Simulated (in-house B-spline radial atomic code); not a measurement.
A fraction x of an electron is removed from 4s in Ti, starting from [Ar] 3d2 4s2 and keeping the highest spin. Computed with a B-spline radial code for spherical atoms: non-relativistic RPBE, spin-polarised, spherical fractional occupations, point nucleus.

```tsv
x	E(x) - E(0) (eV)	4s down level (eV)
0	0.0000	-4.097
0.1	0.4339	-4.581
0.2	0.9163	-5.068
0.29	1.3922	-5.509
0.4	2.0279	-6.050
0.5	2.6578	-6.548
0.61	3.4088	-7.112
0.74	4.3797	-7.841
0.81	4.9441	-8.296
0.93	5.9936	-9.187
1	6.6377	-
```

The exact functional would give a straight line between the two integer points. Deviations E(x) - E(0) - x[E(1) - E(0)], in eV: -0.23 at x = 0.1, -0.411 at x = 0.2, -0.533 at x = 0.29, -0.627 at x = 0.4, -0.661 at x = 0.5, -0.64 at x = 0.61, -0.532 at x = 0.74, -0.432 at x = 0.81, -0.179 at x = 0.93.

The curve lies below the straight line by up to 0.661 eV (at x = 0.5): convex, the delocalisation error that favours fractional charges.

Q: How well does Slater's transition state (minus the level at half occupation) give the ionisation energy?

A: It gives 6.548 eV against 6.638 eV from the two total energies; NIST lists 6.83 eV, ground level to ground level.
